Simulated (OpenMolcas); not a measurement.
**How methods differ on CH5BN2 (SMILES B1NCN1)**

The species is CH5BN2 (9 atoms), meant as a singlet with charge 0. SMILES: `B1NCN1`. The coordinates come from a PBE0-D4/def2-TZVP relaxation.

```xyz
9

B    -0.5381    0.9038   -0.4242
N     0.7639    0.3501   -0.6309
C     0.4301   -0.7024    0.3220
N    -0.8915   -0.1162    0.5135
H    -1.1096    1.8519   -0.8646
H     1.6865    0.7220   -0.7615
H     0.4200   -1.7071   -0.1171
H     1.0469   -0.7041    1.2286
H    -1.7198   -0.6444    0.7170
```

Each level gives the vertical ionisation energy (to the doublet cation) (eV). The values are calculated.

| level | kind | program | value (eV) | CPU time (all runs) |
| --- | --- | --- | --- | --- |
| HF/def2-SVPD | Hartree–Fock | OpenMolcas | 8.35 | 64 s |
| SVWN5/def2-SVPD | LDA | OpenMolcas | 9.52 | 2.4 min |
| PBE/def2-SVPD | GGA | OpenMolcas | 9.26 | 3.6 min |
| revPBE/def2-SVPD | GGA | OpenMolcas | 9.18 | 3.6 min |
| M06-L/def2-SVPD | meta-GGA | OpenMolcas | 9.27 | 4.4 min |
| TPSS/def2-SVPD | meta-GGA | OpenMolcas | 9.13 | 4.6 min |
| B3LYP/def2-SVPD | global hybrid | OpenMolcas | 9.36 | 3.2 min |
| BHLYP/def2-SVPD | global hybrid | OpenMolcas | 9.28 | 3.6 min |

The values span 8.35 to 9.52 eV. Spin contamination of the reference (⟨S²⟩ at least 0.1 too high) touches HF/def2-SVPD. Times are those of the runs behind each value, whatever else they computed, on shared processors of several kinds: orders of magnitude only.
